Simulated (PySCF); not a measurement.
**TDDFT excited states: C3H2N2O3**

Species: C3H2N2O3.
InChI=1S/C3H2N2O3/c6-2-7-3-4-1-8-5-3/h1-2H

Computed with PySCF, TDDFT PBE0/def2-SVPD, vertical, gas phase, core orbitals frozen in the response. The structure is a single GFN2-xTB conformer in the gas phase; no vibrational or solvent corrections.

```csv
state,E (eV),λ (nm),f,"main configurations (H = HOMO, L = LUMO)"
S1,5.61,221.1,0.0030,"H-1→L (35%), H-1→L+1 (20%), H→L (15%)"
S2,6.02,206.0,0.0065,"H-2→L (37%), H-1→L (36%), H-1→L+1 (20%)"
S3,6.67,185.7,0.084,"H→L (70%), H-1→L+1 (15%)"
S4,6.84,181.3,0.050,"H→L+1 (69%), H-1→L+1 (23%)"
S5,6.93,179.0,0.038,"H-2→L (50%), H-1→L (13%), H-1→L+1 (11%)"
S6,7.20,172.2,0.0025,H-2→L+1 (74%)
```

Triplets, Tamm–Dancoff:

```
state  E (eV)  λ (nm)  main configurations (H = HOMO, L = LUMO)
   T1    4.52   274.2                     H→L (76%), H-1→L (8%)
   T2    5.04   246.1   H-1→L (28%), H-1→L+1 (27%), H→L+1 (15%)
```

The lowest singlet comes at 221 nm (541 kJ/mol) in the ultraviolet; it is very weak; its leading configuration is HOMO-1→LUMO (35%). The most intense listed level is S3 at 6.67 eV (186 nm, f = 0.084), 1.07 eV above S1. Löwdin shares by element: HOMO nitrogen 30% or more, oxygen 27% or more, carbon 12% or more (atoms not listed hold the other 31%); LUMO carbon 30% or more, nitrogen 19% or more, oxygen 15% or more (atoms not listed hold the other 36%). Orbital energies (eV): HOMO-3 -10.02, HOMO-2 -9.47, HOMO-1 -8.90, HOMO -8.70, LUMO -1.35, LUMO+1 -0.80, LUMO+2 0.74. The listed states span 1.59 eV, and the widest gap between neighbours is 0.66 eV (S2 to S3). The oscillator strengths of these states sum to 0.184; summed over the whole spectrum of an exact calculation they would give the number of electrons, 58 (Thomas–Reiche–Kuhn). The window holds the lowest 6 singlets.
